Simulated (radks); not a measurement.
Spin polarisation of the 4f12 shell in Er+. Start: [Xe] 4f(up 6, down 6) 6s(up 0.5, down 0.5); electrons of 4f are moved from spin down to spin up, other shells keep equal spins. Method: scalar-relativistic Kohn-Sham, PBEsol, spin-polarised, spherical densities, finite nucleus; Fermi nuclear charge, rms radius of each element as measured or else 0.836 A^(1/3) + 0.57 fm; computed with a radial shooting solver on a logarithmic mesh with Libxc functionals.

moment (Bohr magnetons)  E - E(0) (eV)  e(4f up) (eV)  e(4f down) (eV)  6s down minus up (eV)  5p down minus up (eV)  5s down minus up (eV)
0                                0.000         -9.778           -9.778                  0.000                  0.000                  0.000
0.5                             -0.047         -9.962           -9.588                  0.017                  0.149                  0.210
1                               -0.187        -10.140           -9.393                  0.033                  0.298                  0.420
1.5                             -0.421        -10.312           -9.191                  0.050                  0.447                  0.630
2                               -0.748        -10.478           -8.983                  0.067                  0.596                  0.840

At moment 2 the spin-polarisation energy is -0.748 eV and the 4f exchange splitting 1.494 eV, that is 0.747 eV per Bohr magneton; E = -I m^2/4 would give I = 0.748 eV.
